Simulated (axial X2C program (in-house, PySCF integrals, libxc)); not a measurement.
## Spectroscopic constants of TiGa

Computed with an in-house relativistic program for diatomic molecules. Spin-free means the one-electron spin-free X2C Hamiltonian. Basis: Ga dyall-cv3z [9s9p7d4f1g], Ti dyall-cv3z [10s10p6d4f2g] (cores contracted in-house); Gaussian nuclei, density fitting, unrestricted open shells. Masses: Ga 68.926 u, Ti 47.948 u.

Input:
```json
{"zs": [31, 22], "q": 0, "bas": ["dyall-cv3z", "dyall-cv3z"], "levels": ["PBE0", "HF", "M06"], "cc": true, "r0": 2.6, "thr": -1.0, "nmax": 90, "npts": 10, "nst": 2, "ntry": 6}
```
```bash
python so2c.py task.json out
```

Keys: zs atomic numbers; q charge; bas basis sets; levels methods; cc coupled cluster on or off; r0 starting distance in Å; thr threshold in hartree for freezing inner shells (an s shell follows its p shell); nmax most natural virtual spinors; npts points on the curve; nst determinants followed; ntry starts of the search. HF also brings MP2.

State, spin-free: M_S = 5/2, Λ = 2 (beyond evenly filled blocks: 2 × σα, π+α, π-α, δ+α); electrons by block: σα: 14, σβ: 12, π+α: 6, π+β: 5, π-α: 6, π-β: 5, δ+α: 2, δ+β: 1, δ-α: 1, δ-β: 1. Fragments: Ga + Ti.

```
Hamiltonian    level  Re (Å)  ωe (cm⁻¹)  ωexe (cm⁻¹)  Be (cm⁻¹)  μ (D)
  spin-free     PBE0   2.465      263.3        0.916     0.0981   2.85
  spin-free       HF   2.617      214.8        0.835    0.08706   2.94
  spin-free      MP2   2.513      247.2        0.753    0.09442    n/a
  spin-free     CCSD   2.509      257.8        0.914     0.0947    n/a
  spin-free  CCSD(T)   2.510      260.0        0.882    0.09466    n/a
  spin-free      M06   2.481      251.2          n/a    0.09685   1.97
```

Correlated methods: 7 electrons correlated (number of frozen shells: Ga 3 s, 2 p, 1 d; Ti 3 s, 2 p), 343 virtual spin orbitals or spinors in MP2, 90 natural virtuals in coupled cluster.

Dipoles are positive if Ti is the positive end.

One determinant describes the state; a PBE0 search over occupations chose it and may have missed a lower one. De is not given where an atomic determinant may have missed its ground term or J level, or where the truncated virtual space spoils (T). CCSD and (T) use frozen natural virtuals with an MP2 correction for the truncation; (T) itself is uncorrected, so its De runs slightly low. PBE0 can misorder states that lie within some tenths of an eV, so this need not be the ground state of the molecule. The nearest other spin-free determinant of the search, M_S = 3/2, Λ = 2, lies 0.20 eV up at the distance of the search. The functionals have no current-density term, which raises determinants with orbital currents, atoms included. Where the spin of this state cannot come from the lowest atoms of a level, the curve heads to a higher limit and no De is given. The outer-core s and p shells of the metal are frozen in the correlated rows, which leaves out core–valence correlation; for alkali and alkaline-earth bonds that tends to lengthen them. At some level and bond length an empty orbital lies below a filled one. The T1 diagnostic is large, a sign of multireference character. With the outer-core shells frozen, correlated bond lengths of heavy atoms tend to come out a few hundredths of an ångström too long. Spin-free De lacks the spin–orbit lowering of the heavy p-block atom, a tenth of an eV or more for 4p and 5p, up to an eV for 6p and one to two eV for 7p atoms, less what an open-shell molecule gains itself.

No reliable constants came from CCSD (2c), CCSD(T) (2c), HF (2c), M06 (2c), MP2 (2c), PBE0 (2c): no minimum in range, unconverged points, a curve that is not smooth, a change of character along it, or the two Hamiltonians disagreeing along it.

The whole task took 2.5 min on 1 thread of AMD EPYC 9R45 96-Core Processor (Zen 5), on a shared host.
